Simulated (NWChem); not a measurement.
System meant: CrH₂SO₃; SMILES [O]=[Cr]([OH])([OH])=[S]

NWChem input:

```
start job
memory heap 200 mb stack 900 mb global 1100 mb
geometry units angstroms noautoz
  Cr    -0.082274    -0.100149     0.000000
  O      1.308432    -0.737370     0.000000
  S      0.069253     1.873519     0.000000
  O     -0.939916    -0.591961    -1.416671
  H     -0.607685    -1.398249    -1.836620
  O     -0.939916    -0.591961     1.416671
  H     -0.607685    -1.398249     1.836620
end
basis spherical
  * library def2-svp
end
dft
  odft
  mult 2
  xc pbe0
  iterations 150
  mulliken
end
task dft energy
```

End of the output:

```
                                 NWChem DFT Module
                                 -----------------

 Summary of "ao basis" -> "ao basis" (spherical)
 ------------------------------------------------------------------------------
       Tag                 Description            Shells   Functions and Types
 ---------------- ------------------------------  ------  ---------------------
 Cr                         def2-svp                11       31   5s3p2d1f
 O                          def2-svp                 6       14   3s2p1d
 S                          def2-svp                 8       18   4s3p1d
 H                          def2-svp                 3        5   2s1p

 Summary of "ao basis" -> "ao basis" (spherical)
 ------------------------------------------------------------------------------
       Tag                 Description            Shells   Functions and Types
 ---------------- ------------------------------  ------  ---------------------
 Cr                         def2-svp                11       31   5s3p2d1f
 O                          def2-svp                 6       14   3s2p1d
 S                          def2-svp                 8       18   4s3p1d
 H                          def2-svp                 3        5   2s1p

      Symmetry analysis of basis
      --------------------------

        a'         63
        a"         38

  number of electrons :                   66
  multiplicity        :                    2
 ------------------------------------------------------------------------
  no. of electrons and multiplicity not compatible                  66
 ------------------------------------------------------------------------
 ------------------------------------------------------------------------
  current input line :
    22: task dft energy
 ------------------------------------------------------------------------
 ------------------------------------------------------------------------
 There is an error in the input file
 ------------------------------------------------------------------------
 For more information see the NWChem manual at https://nwchemgit.github.io

0: no. of electrons and multiplicity not compatible:Received an Error in Communication
```

Can this run be used? If not, why, and what is the fix?

The program refused the input. Cause: the multiplicity doesn't fit the number of electrons (an even count wants an odd multiplicity, and the reverse). This input runs:
```
start job
memory heap 200 mb stack 900 mb global 1100 mb
geometry units angstroms noautoz
  Cr    -0.082274    -0.100149     0.000000
  O      1.308432    -0.737370     0.000000
  S      0.069253     1.873519     0.000000
  O     -0.939916    -0.591961    -1.416671
  H     -0.607685    -1.398249    -1.836620
  O     -0.939916    -0.591961     1.416671
  H     -0.607685    -1.398249     1.836620
end
basis spherical
  Cr library def2-svp
  O library def2-svp
  S library def2-svp
  H library def2-svp
end
dft
  xc pbe0
  iterations 150
  mulliken
end
task dft energy
```
It converges to -1668.54012 Ha (PBE0/def2-SVP).
